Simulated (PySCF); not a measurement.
PySCF input file for Al(Me)2(H) (C2H7Al), SMILES [CH3][AlH][CH3], C-PCM-B3LYP/def2-SVP. Geometry optimised at ωB97X-D3(BJ)/def2-SVP. The isomer is the one that the SMILES or the coordinates give; other isomers of the formula were not compared.

```python
import numpy as np
from pyscf import gto, scf, dft
from pyscf.solvent import pcm

mol = gto.M(
    atom='''
    Al   -0.00000000    0.00000000    0.50812697
    C     1.72272828    0.00035162   -0.42525181
    H     2.31601616   -0.89170139   -0.15431872
    H     1.62920482    0.01848496   -1.52335541
    H     2.33433277    0.87024633   -0.12528499
    C    -1.72272828   -0.00035162   -0.42525181
    H    -2.31601615    0.89170138   -0.15431871
    H    -1.62920482   -0.01848496   -1.52335542
    H    -2.33433276   -0.87024634   -0.12528500
    H    -0.00000000   -0.00000001    2.10328935
    ''',
    basis='def2-SVP',
    charge=0,
    spin=0,
    max_memory=1600,
    verbose=3,
)
mf = dft.RKS(mol, xc='b3lyp').density_fit(auxbasis='def2-universal-jkfit')
mf.grids.level = 3
mf.conv_tol = 1e-9
mf.max_cycle = 100
mf.kernel()
res = {}
for name, eps in {'water': 78.355, 'dimethylsulfoxide': 46.826, 'n-hexane': 1.8819}.items():
    s = mf.PCM()
    s.with_solvent.method, s.with_solvent.eps, s.with_solvent.lebedev_order = 'C-PCM', eps, 29
    s.kernel(mf.make_rdm1())
    res[name] = (s.e_tot, eps, s.dip_moment(), s.mo_energy, s.converged)
    print(f'{name}: electrostatic solvation free energy {(s.e_tot - mf.e_tot) * 627.509474:.3f} kcal/mol')
```

Log of the run:

```
converged SCF energy = -322.743810186753

WARN: PCM is an experimental feature. It is still in testing.
Features and APIs may be changed in the future.

converged SCF energy = -322.749242374148
Dipole moment(X, Y, Z, Debye): -0.00000,  0.00000, -0.88137
water: electrostatic solvation free energy -3.409 kcal/mol

WARN: PCM is an experimental feature. It is still in testing.
Features and APIs may be changed in the future.

converged SCF energy = -322.74918912071
Dipole moment(X, Y, Z, Debye): -0.00000,  0.00000, -0.87882
dimethylsulfoxide: electrostatic solvation free energy -3.375 kcal/mol

WARN: PCM is an experimental feature. It is still in testing.
Features and APIs may be changed in the future.

converged SCF energy = -322.746230687767
Dipole moment(X, Y, Z, Debye): -0.00000,  0.00000, -0.75253
n-hexane: electrostatic solvation free energy -1.519 kcal/mol
```

The calculation finished and met its thresholds.
